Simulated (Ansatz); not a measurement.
Reaction (redistribution): `[SiH3][GeH2][SH]` + `FBO[SiH2][SiH3]` → `F[BH][GeH2][SH]` + `[SiH3]O[SiH2][SiH3]`

Gas-phase electronic energies from Ansatz, PBE0-D4/def2-TZVP geometries. CBS: MP2 limit from def2 TZ/QZ plus the TZ coupled-cluster correction, frozen cores. DFT in def2-TZVPP. B3LYP here is the variant with VWN-RPA as its local correlation; programs differ in this. For Ge outer-core shells are correlated without core-valence functions, which leaves a few kJ/mol of doubt a bond. Scalar relativity is left out up to krypton. One conformer a species, not always the lowest.

```csv
level,ΔE (kJ/mol),difference from CCSD(T)/CBS
PBE-D4,93.3,10.9
r2SCAN-D4,89.7,7.3
PBE0-D4,92.5,10.1
B3LYP-D4,85.0,2.6
ωB97X-V,84.9,2.5
ωB97M-V,86.5,4.1
B2PLYP,83.9,1.5
PBE,93.4,11.0
r2SCAN,89.9,7.5
PBE0,92.7,10.3
B3LYP,85.1,2.7
HF/def2-TZVPP,77.1,-5.3
MP2/def2-TZVPP,82.7,0.3
SCS-MP2/def2-TZVPP,78.2,-4.2
CCSD/def2-TZVPP,82.8,0.4
CCSD(T)/def2-TZVPP,84.2,1.8
HF/def2-QZVPP,75.9,-6.5
MP2/def2-QZVPP,81.2,-1.2
SCS-MP2/def2-QZVPP,76.9,-5.5
HF/CBS(def2),75.7,-6.7
MP2/CBS(def2),80.9,-1.5
CCSD/CBS(def2),80.9,-1.5
CCSD(T)/CBS,82.4,0
```

Largest T1 diagnostic among the species: 0.013.

In def2-TZVPP, CCSD(T) changes the Hartree–Fock value by +7.1 kJ/mol (the triples alone add +1.5 kJ/mol) and MP2 by +5.6 kJ/mol.
